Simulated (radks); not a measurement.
Species: Cd16+. Configuration: [Ar] 3d10 4s2 4p2 (the NIST ground configuration). Method: Dirac Kohn-Sham, relativistic LDA (MacDonald-Vosko exchange, VWN5 correlation), spin-unpolarised, spherical densities, finite nucleus; open shells fill j = l - 1/2 first; Fermi nuclear charge, rms radius 4.6087 fm; computed with a radial shooting solver on a logarithmic mesh with Libxc functionals.

Spin-orbit splittings of the eigenvalues, e(l+1/2) - e(l-1/2), with zeta = 2 splitting/(2l+1) and mean radii in bohr:

| shell | occ. | splitting (eV) | zeta (eV) | <r> j=l-1/2 | <r> j=l+1/2 |
|---|---|---|---|---|---|
| 2p | 6 | 191.1 | 127.4 | 0.1114 | 0.1165 |
| 3p | 6 | 34.92 | 23.28 | 0.3465 | 0.3571 |
| 3d | 10 | 7.234 | 2.893 | 0.3269 | 0.3302 |
| 4p | 2 | ? | ? | 0.8002 | 0.8171 |

Estimate the 4p splitting.

Answer. 8.696 eV (zeta = 5.797 eV).
